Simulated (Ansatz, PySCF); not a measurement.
Pulling on the Ge2–H3 bond in GaGeH5 (SMILES [GaH2][GeH3]) (multiplicity 1 held, fragments rigid). Energies count from the point at 1.541 Å.
Geometry at that point (charge 0, multiplicity 1):
```xyz
7

Ga    -1.2304    -0.0777    -0.2920
Ge     1.1573     0.0702     0.2737
H      1.9820    -1.1429    -0.1997
H      1.7871     1.3290    -0.3615
H      1.3593     0.1998     1.7986
H     -2.2172     1.0451     0.2026
H     -1.8013    -1.2698    -1.1461
```

Restricted levels (R-, RO-) in cc, def2 and unpolarised 6-31G sets keep to the state of the molecule at rest. Unrestricted levels (U-) break spin symmetry where that is lower. Active spaces are followed from a long bond inwards. Left out are points that failed, MP2 points in a non-variational dive below the minimum, coupled-cluster points behind a sign of a changed root (a jump of the amplitudes, or a one-step jump against full CI or MRCI), small-basis points behind a change of solution, and semi-empirical points at long bonds. Curves can end on different states.

Frozen-core correlation. Filled d and f shells under p-block atoms count as core. Rows in LANL2DZ carry no dispersion term and start afresh at each structure. LANL2DZ brings its own core potentials from Na on.

Codes used: Ansatz (a program for electronic structure); PySCF for LANL2DZ rows. 

Energies in kJ/mol.

```json
[
 {"R (Å)": "1.233", "R-r2SCAN/cc-pVTZ": "117", "R-B3LYP/LANL2DZ": "125", "R-wB97X-V/cc-pVTZ": "120", "U-CCSD/cc-pVTZ": "129", "U-CCSD(T)/cc-pVTZ": "130", "FIC-MRCISD+Q on CASSCF(2,2)/cc-pVTZ": "129"},
 {"R (Å)": "1.387", "R-r2SCAN/cc-pVTZ": "21", "R-B3LYP/LANL2DZ": "25", "R-wB97X-V/cc-pVTZ": "22", "U-CCSD/cc-pVTZ": "26", "U-CCSD(T)/cc-pVTZ": "26", "FIC-MRCISD+Q on CASSCF(2,2)/cc-pVTZ": "26"},
 {"R (Å)": "1.541", "R-r2SCAN/cc-pVTZ": "0", "R-B3LYP/LANL2DZ": "0", "R-wB97X-V/cc-pVTZ": "0", "U-CCSD/cc-pVTZ": "0", "U-CCSD(T)/cc-pVTZ": "0", "FIC-MRCISD+Q on CASSCF(2,2)/cc-pVTZ": "0"},
 {"R (Å)": "1.696", "R-r2SCAN/cc-pVTZ": "17", "R-B3LYP/LANL2DZ": "14", "R-wB97X-V/cc-pVTZ": "17", "U-CCSD/cc-pVTZ": "14", "U-CCSD(T)/cc-pVTZ": "14", "FIC-MRCISD+Q on CASSCF(2,2)/cc-pVTZ": "14"},
 {"R (Å)": "1.850", "R-r2SCAN/cc-pVTZ": "52", "R-B3LYP/LANL2DZ": "47", "R-wB97X-V/cc-pVTZ": "54", "U-CCSD/cc-pVTZ": "49", "U-CCSD(T)/cc-pVTZ": "48", "FIC-MRCISD+Q on CASSCF(2,2)/cc-pVTZ": "48"},
 {"R (Å)": "2.081", "R-r2SCAN/cc-pVTZ": "117", "R-B3LYP/LANL2DZ": "110", "R-wB97X-V/cc-pVTZ": "124", "U-CCSD/cc-pVTZ": "114", "U-CCSD(T)/cc-pVTZ": "111", "FIC-MRCISD+Q on CASSCF(2,2)/cc-pVTZ": "111"},
 {"R (Å)": "2.312", "R-r2SCAN/cc-pVTZ": "183", "R-B3LYP/LANL2DZ": "177", "R-wB97X-V/cc-pVTZ": "197", "U-CCSD/cc-pVTZ": "181", "U-CCSD(T)/cc-pVTZ": "176", "FIC-MRCISD+Q on CASSCF(2,2)/cc-pVTZ": "174"},
 {"R (Å)": "2.697", "R-r2SCAN/cc-pVTZ": "279", "R-B3LYP/LANL2DZ": "277", "R-wB97X-V/cc-pVTZ": "307", "U-CCSD/cc-pVTZ": "274", "U-CCSD(T)/cc-pVTZ": "266", "FIC-MRCISD+Q on CASSCF(2,2)/cc-pVTZ": "259"},
 {"R (Å)": "3.083", "R-r2SCAN/cc-pVTZ": "352", "R-B3LYP/LANL2DZ": "355", "R-wB97X-V/cc-pVTZ": "396", "U-CCSD/cc-pVTZ": "327", "U-CCSD(T)/cc-pVTZ": "323", "FIC-MRCISD+Q on CASSCF(2,2)/cc-pVTZ": "311"},
 {"R (Å)": "3.545", "R-r2SCAN/cc-pVTZ": "412", "R-B3LYP/LANL2DZ": "422", "R-wB97X-V/cc-pVTZ": "479", "U-CCSD/cc-pVTZ": "347", "U-CCSD(T)/cc-pVTZ": "347", "FIC-MRCISD+Q on CASSCF(2,2)/cc-pVTZ": "340"},
 {"R (Å)": "4.162", "R-r2SCAN/cc-pVTZ": "460", "R-B3LYP/LANL2DZ": "left out", "R-wB97X-V/cc-pVTZ": "558", "U-CCSD/cc-pVTZ": "352", "U-CCSD(T)/cc-pVTZ": "353", "FIC-MRCISD+Q on CASSCF(2,2)/cc-pVTZ": "352"},
 {"R (Å)": "4.932", "R-r2SCAN/cc-pVTZ": "489", "R-B3LYP/LANL2DZ": "left out", "R-wB97X-V/cc-pVTZ": "621", "U-CCSD/cc-pVTZ": "353", "U-CCSD(T)/cc-pVTZ": "354", "FIC-MRCISD+Q on CASSCF(2,2)/cc-pVTZ": "355"}
]
```

Doubts at one or more of the structures used: a restricted determinant that unrestricted orbitals would lower (R-r2SCAN/cc-pVTZ, R-wB97X-V/cc-pVTZ); a spin-contaminated determinant (U-CCSD/cc-pVTZ, U-CCSD(T)/cc-pVTZ); T1 above 0.05 (U-CCSD/cc-pVTZ, U-CCSD(T)/cc-pVTZ).
